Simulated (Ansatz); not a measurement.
Geometry optimisation, DFT PBEsol, scalar-relativistic, plane waves, PAW in Ansatz 0.2.0.

Input:

```yaml
crystal:
  lattice:
    - [0.0, 5.43, 5.43]
    - [5.43, 0.0, 5.43]
    - [5.43, 5.43, 0.0]
  atoms:
    - { symbol: Si, position: [0.0, 0.0, 0.0] }
    - { symbol: Si, position: [0.125, 0.125, 0.125] }
    - { symbol: Si, position: [0.0, 0.0, 0.5] }
    - { symbol: Si, position: [0.125, 0.125, 0.625] }
    - { symbol: Si, position: [0.0, 0.5, 0.0] }
    - { symbol: Si, position: [0.125, 0.625, 0.125] }
    - { symbol: Si, position: [0.0, 0.5, 0.5] }
    - { symbol: Si, position: [0.125, 0.625, 0.625] }
    - { symbol: Si, position: [0.5, 0.0, 0.0] }
    - { symbol: Si, position: [0.625, 0.125, 0.125] }
    - { symbol: Si, position: [0.5, 0.0, 0.5] }
    - { symbol: Si, position: [0.625, 0.125, 0.625] }
    - { symbol: Si, position: [0.5, 0.5, 0.0] }
    - { symbol: Si, position: [0.625, 0.625, 0.125] }
    - { symbol: Si, position: [0.5, 0.5, 0.5] }
    - { symbol: Si, position: [0.625, 0.625, 0.625] }
    - { symbol: Cu, position: [0.56985661, 0.3112389, 0.31096043] }
total_charge: 1
basis:
  ecutwfc: 420.0
kpoints:
  mp_grid: { grid: [2, 2, 2] }
hamiltonian:
  xc: pbesol
  pseudopotentials: { kind: paw, azcp: { folder: soft_1 } }
scf:
  occupations: { method: gaussian, width: 0.05 }
  lower_state_search: "off"
relax:
  f_tol: 0.03
  max_steps: 60
  adjacent_minimum: "off"
```

Launched with:

```bash
$ ansatz run input.yaml --threads 1 --pin off --max-ram 3072MiB --backend cpu --events-out ev --progress --plain --runs-dir out
```

Question: Where does it end, and by what steps?

Answer: It converged. The force dipped under the threshold on the way, but the program's further checks kept it going. Limits of this set-up: coarse k mesh, PAW files made for another functional, a small cell, in which the defect meets its images, charged cell in a uniform background, uncorrected. After 6 steps the energy has fallen by 0.554 eV; Si9 moved furthest, 0.25 Å.

| step | energy less start (eV) | largest force component (eV/Å) | accepted |
| --- | --- | --- | --- |
| 0 | 0.0000 | 1.670 | yes |
| 1 | -0.4238 | 0.714 | yes |
| 2 | -0.5491 | 0.071 | yes |
| 3 | -0.5528 | 0.059 | yes |
| 4 | -0.5540 | 0.003 | yes |
| 5 | -0.5540 | 0.017 | no |
| 6 | -0.5540 | 0.003 | yes |

```xyz
17
Lattice="0.0000 5.4300 5.4300 5.4300 0.0000 5.4300 5.4300 5.4300 0.0000" Properties=species:S:1:pos:R:3
Si -0.014 -0.050 -0.049
Si 1.492 1.223 1.224
Si 2.765 2.730 -0.049
Si 4.022 4.124 1.347
Si 2.765 -0.050 2.730
Si 4.022 1.347 4.124
Si 5.297 2.849 2.849
Si 6.799 4.124 4.124
Si 0.145 2.570 2.571
Si 1.283 4.015 4.015
Si 2.657 5.489 2.644
Si 4.131 6.863 4.015
Si 2.657 2.644 5.489
Si 4.131 4.015 6.863
Si 5.502 5.489 5.489
Si 6.644 6.932 6.932
Cu 3.381 4.765 4.765
```

Time of the run: 52 s on 1 thread of Arm Neoverse V1, with other jobs on the host, peak memory 0.56 GiB.
